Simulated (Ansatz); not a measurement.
Geometry optimisation, Ansatz 0.2.0, RKS PBE/def2-SVP.

Input file:

```yaml
crystal:
  periodic: [false, false, false]
  atoms:
    - { symbol: Ti, position_ang: [0.0, 0.0, 0.0] }
    - { symbol: "N", position_ang: [0.0, 0.0, 2.41] }
    - { symbol: H, position_ang: [-0.877, -0.2713, 2.94] }
    - { symbol: H, position_ang: [0.877, 0.2713, 2.94] }
    - { symbol: F, position_ang: [1.7257, 0.0, -0.6094] }
    - { symbol: Cl, position_ang: [-1.1163, 1.9339, -0.7892] }
    - { symbol: Cl, position_ang: [-1.1163, -1.9339, -0.7892] }
    - { symbol: Cl, position_ang: [1.0009, 2.3277, 0.8419] }
    - { symbol: H, position_ang: [0.5325, 1.2383, 2.1049] }
basis:
  gaussian: { orbitals: def2-SVP }
hamiltonian:
  xc: pbe
relax:
  f_tol: 0.15
  max_steps: 25
  restrain:
    - { distance: [0, 7], at: 3.57, k: 30.0 }
    - { distance: [8, 1], at: 2.26, k: 30.0 }
    - { distance: [0, 1], at: 2.06, k: 30.0 }
    - { distance: [8, 7], at: 1.37, k: 30.0 }
```

Command:

```bash
$ ansatz run input.yaml --threads 4 --pin off --max-ram 5120MiB --backend cpu --events-out ev --progress --plain --runs-dir out
```

Where does it end, and by what steps?

It converged. The restraints hold the end off the free minimum; the threshold counts their pulls, which the force column leaves out. Restrained pairs: Ti1–Cl8 (2.67 → 3.57 Å), N2–H9 (1.38 → 2.25 Å), Ti1–N2 (2.41 → 2.00 Å), Cl8–H9 (1.73 → 1.34 Å). After 7 steps the energy has fallen by 2.763 eV (the restraints' own energy left out); Cl8 moved furthest, 0.86 Å.

```csv
step,energy less start (eV),largest force component (eV/Å),accepted
0,0.0000,2.523,yes
1,-0.2219,2.738,yes
2,-0.5693,3.369,yes
3,-1.3801,3.149,yes
4,-2.3598,1.430,yes
5,-2.5710,1.661,yes
6,-2.7379,2.026,yes
7,-2.7634,1.883,yes
```

```xyz
9
Properties=species:S:1:pos:R:3
Ti -0.078 -0.119 0.103
N -0.059 -0.083 2.100
H -0.928 -0.213 2.633
H 0.760 -0.351 2.658
F 1.554 -0.092 -0.472
Cl -1.320 1.507 -0.686
Cl -1.016 -1.995 -0.548
Cl 1.494 2.854 1.311
H 0.620 2.059 1.950
```

Run time: 20 s on 4 threads of Arm Neoverse V1 (shared host), peak memory 0.21 GiB.
